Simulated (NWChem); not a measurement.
System: CH2InNO; SMILES O=C=[N][InH2]

```xyz
6

In     0.0004    -0.9796    -0.0004
H      1.5855    -1.6291     0.0003
H     -1.5846    -1.6292     0.0002
N     -0.0001     1.0669    -0.0026
C      0.0003     2.2657    -0.0005
O      0.0002     3.4404     0.0014
```
Atoms are numbered in this order, from 1.

Level: PBE0/def2-SVP with def2 effective core potentials on In (NWChem), optimised geometry, unscaled harmonic frequencies. def2 effective core potentials on In; no spin-orbit coupling.

| frequency (cm⁻¹) | IR intensity (km/mol) |
|---|---|
| 25 | 1.7 |
| 62 | 1.8 |
| 361 | 96.0 |
| 447 | 58.9 |
| 555 | 120.7 |
| 595 | 129.8 |
| 622 | 28.0 |
| 638 | 22.1 |
| 1476 | 9.6 |
| 1853 | 57.1 |
| 1859 | 220.9 |
| 2437 | 1506.9 |

```json
{
 "zero_point_energy": "15.6 kcal/mol",
 "thermal correction to the enthalpy at 298.15 K (with zero-point energy)": "19.8 kcal/mol",
 "heat capacity Cv": "17.1 cal/(mol K)",
 "entropy at 298.15 K and 1 atm (symmetry number 2)": "79.0 cal/(mol K)"
}
```

Rigid rotor and harmonic oscillator; modes under 100 cm⁻¹ make the entropy uncertain.
